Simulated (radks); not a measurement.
Q: Species: the nitrogen ion N+. Configuration: [He] 2s2 2p2. Calculated with a radial shooting solver on a logarithmic mesh with Libxc functionals: Dirac Kohn-Sham, BLYP, spin-unpolarised, spherical densities, point nucleus; open shells are shared between the two j in proportion to 2j + 1. Some entries of the table are withheld. Estimate them.

orbital,occ.,eigenvalue (eV),<1/r> (bohr^-1)
1s1/2,2,-402.3524,(1)
2s1/2,2,-32.3296,(2)
2p1/2,0.666667,(3),(4)
2p3/2,1.33333,(5),(6)

A: 
(1) 1s1/2 <1/r> (bohr^-1): 6.643
(2) 2s1/2 <1/r> (bohr^-1): 1.166
(3) 2p1/2 eigenvalue (eV): -20.7009
(4) 2p1/2 <1/r> (bohr^-1): 1.048
(5) 2p3/2 eigenvalue (eV): -20.6765
(6) 2p3/2 <1/r> (bohr^-1): 1.047
